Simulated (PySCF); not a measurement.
# Static response to an electric field

Compound: ZnCl₂ (singlet state).
Cartesian coordinates in Å at the PBE0-D3(BJ)/def2-SVP level; atoms count from 1:
```xyz
3
ZnCl2 angstrom
Zn    -0.0101   -0.0059   -0.0002
Cl    -0.0133   -0.0199    2.0965
Cl     0.0234    0.0257   -2.0964
```

Level: B3LYP/def2-SVPD (PySCF), static field, nuclei fixed, core orbitals frozen in the response. The polarisability tensor in these axes (au):

```
x   40.16  0.00 -0.27
y    0.00 40.16 -0.34
z   -0.27 -0.34 71.40
```

**Question.** Diagonalise the tensor; give its mean and Δα, where Δα² is half the sum of the squared differences of the eigenvalues.

**Answer.** Principal values 40.16, 40.16 and 71.41 au; mean 50.58 au = 7.49 Å³ = 8.34 × 10⁻⁴⁰ C²·m²/J; Δα = 31.25 au (62 % of the mean).

**Question.** What is the dipole moment?

**Answer.** 0.06 D, although point group D∞h allows none: the geometry misses that symmetry by up to 0.08 Å.

**Question.** What depolarisation ratio follows for Rayleigh scattering of linearly polarised light, taking the static tensor?

**Answer.** ρ = 3Δα²/(45ᾱ² + 4Δα²) = 2928.8/(115111 + 3905.0) = 0.0246.

**Question.** Estimate the molar refractivity from the static electronic polarisability.

**Answer.** Lorentz–Lorenz: R = (4π/3)N_A α = 2.5225 cm³/(mol·Å³) × 7.49 Å³ = 18.9 cm³/mol, in the limit of long wavelengths.

**Question.** What are the principal values of the traceless quadrupole moment, Θ = ½Σq(3rr − r²1), about the centre of nuclear charge?

**Answer.** -9.73, 4.86, 4.86 D·Å. The values depend on the origin, since the dipole doesn't vanish. The electronic extent ⟨r²⟩ about the same centre is 627 bohr², a root-mean-square distance of 1.66 Å for the 64 electrons.

Geometry: PBE0-D3(BJ)/def2-SVP; no solvent, vibrations or thermal averaging.
